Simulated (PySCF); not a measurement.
## Ge2: energy against distance

Set-up: PySCF, no relativity, basis sets Ge def2-TZVPP. Energies in eV from Ge + Ge in their ground configurations at the same level. State: ³Σg⁻ (triplet), unpaired electrons π ↑↑.

All columns are B97-3.

```json
{"R (Å)": "2.053", "E (eV)": "-1.830", "HOMO (eV)": "-5.45", "LUMO (eV)": "-4.23", "Mayer bond order": "1.95", "⟨S²⟩": "2.00"}
{"R (Å)": "2.148", "E (eV)": "-2.406", "HOMO (eV)": "-5.49", "LUMO (eV)": "-4.04", "Mayer bond order": "1.95", "⟨S²⟩": "2.00"}
{"R (Å)": "2.244", "E (eV)": "-2.735", "HOMO (eV)": "-5.50", "LUMO (eV)": "-3.87", "Mayer bond order": "1.96", "⟨S²⟩": "2.00"}
{"R (Å)": "2.315", "E (eV)": "-2.860", "HOMO (eV)": "-5.51", "LUMO (eV)": "-3.74", "Mayer bond order": "1.97", "⟨S²⟩": "2.00"}
{"R (Å)": "2.387", "E (eV)": "-2.906", "HOMO (eV)": "-5.50", "LUMO (eV)": "-3.63", "Mayer bond order": "1.97", "⟨S²⟩": "2.00"}
{"R (Å)": "2.459", "E (eV)": "-2.891", "HOMO (eV)": "-5.49", "LUMO (eV)": "-3.53", "Mayer bond order": "1.98", "⟨S²⟩": "2.00"}
{"R (Å)": "2.554", "E (eV)": "-2.799", "HOMO (eV)": "-5.46", "LUMO (eV)": "-3.40", "Mayer bond order": "1.99", "⟨S²⟩": "2.00"}
{"R (Å)": "2.673", "E (eV)": "-2.602", "HOMO (eV)": "-5.41", "LUMO (eV)": "-3.27", "Mayer bond order": "2.00", "⟨S²⟩": "2.00"}
{"R (Å)": "2.817", "E (eV)": "-2.291", "HOMO (eV)": "-5.34", "LUMO (eV)": "-3.13", "Mayer bond order": "2.00", "⟨S²⟩": "2.00"}
{"R (Å)": "3.008", "E (eV)": "-1.816", "HOMO (eV)": "-5.22", "LUMO (eV)": "-3.00", "Mayer bond order": "2.01", "⟨S²⟩": "2.00"}
```

Spin–orbit coupling is left out. The state is the lowest determinant that a PBE0 search found; another state may lie lower at other levels.
